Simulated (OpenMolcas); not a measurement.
B III: effect of the IPEA shift

```
Program             : OpenMolcas 26.06
Basis               : ANO-RCC-VQZP [5s4p3d2f1g]
Scalar Hamiltonian  : DKH2, point nucleus
Active space        : 1 electron in 4 orbitals (2s 2p)
State averaging     : 2S+1 = 2 even, 1 root; 2S+1 = 2 odd, 3 roots
Spin-orbit coupling : RASSI with atomic mean-field integrals over the reference wave functions, term energies averaged over their components
```

Methods on the same reference wave functions:
A. CASSCF
B. SS-CASPT2, IPEA 0.25 Eh, imaginary shift 0.1 Eh (closed shells correlated: 1s)
C. SS-CASPT2, IPEA 0.5 Eh, imaginary shift 0.1 Eh (closed shells correlated: 1s)

Energies in cm⁻¹ above 2s ²S_1/2, the measured ground level; measured values from Moore, Atomic Energy Levels, vol. I, NSRDS-NBS 35 (1971 reprint of NBS Circular 467, 1949).

| Level | A | B | C | Measured |
| --- | --- | --- | --- | --- |
| 2s ²S_1/2 | 0.0 | 0.0 | 0.0 | 0.0 |
| 2p ²P°_1/2 | 48887 | 48554 | 48555 | 48358 |
| 2p ²P°_3/2 | 48917 | 48584 | 48586 | 48393 |

Deviations, from unrounded energies. A percentage is the sum of absolute deviations over the sum of measured energies, with the sign that they share, or ± where signs differ.

```csv
Against measurement,Levels,A,B,C
mean absolute deviation (cm-1),2,530,190,200
other configurations (%),2,+1.1,+0.4,+0.4
```

B, C lie about equally close to measurement and A furthest from it. The largest miss of B in the table is 2p ²P°_1/2, by +200 cm-1. The ranking rests on the paired levels alone, and a cruder setting can come out closer through cancelling errors.

Between B and C no level of the table moves by more than 5 cm-1.

The lowest spin-free term lies below A's lowest term by 0.036 hartree in B, 0.036 hartree in C.

With one active electron the reference holds no correlation, so core polarisation is missing (holds for A). With one active electron, CASPT2 adds the correlation within the correlated inactive shells and between them and that electron, and leaves the splitting within a term as the reference gives it (holds for B; C). Measured partners are found by configuration, term and J. A level has none where our copy of the source lacks it or the pairing is in doubt (some pairs that miss far off the trend of their configuration count as doubtful), and it then counts in no deviation. Only configurations of the active space appear.

° marks odd parity.
